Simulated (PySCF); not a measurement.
B(Cl)(NCO)(OH) (CHBClNO2), SMILES OB(Cl)N=C=O. Heavy atoms are numbered as in [B:1]([Cl:2])([N:3]=[C:4]=[O:5])[OH:6]. Hydrogens are named by the atom that carries them.

The structure is a stationary point at TPSSh-D3(BJ)/def2-SVP. The structure was generated by enumeration, and PubChem lists no compound with its InChIKey, so it may never have been made. Other conformers were not sampled.

Computed with HF/pcSseg-1 (PySCF).

GIAO shieldings, no solvent; atoms alike by connectivity are averaged. δ = σ(ref) − σ: ¹¹B against BF3 (σ = 102.7 ppm); ³⁵Cl against HCl (σ = 958.2 ppm); ¹⁵N against NH3 (σ = 267.3 ppm); ¹³C against TMS (σ = 192.6 ppm); ¹⁷O against H2O (σ = 333.0 ppm); ¹H against TMS (σ = 31.99 ppm), references at their B3LYP-D3(BJ)/def2-TZVP geometries, non-relativistic (without spin–orbit terms, shifts of atoms bonded to Cl or Br come out too high).

Q: Estimate the chemical shifts. (An estimate is asked for; the answer gives what the named calculation found.)

A: 
```csv
nucleus,atoms,count,δ (ppm)
¹¹B,B1,1,12.1
³⁵Cl,Cl2,1,83.3
¹⁵N,N3,1,53.5
¹³C,C4,1,139.4
¹⁷O,O5,1,147.1
¹⁷O,O6 (OH),1,134.2
¹H,H on O6,1,5.13
```
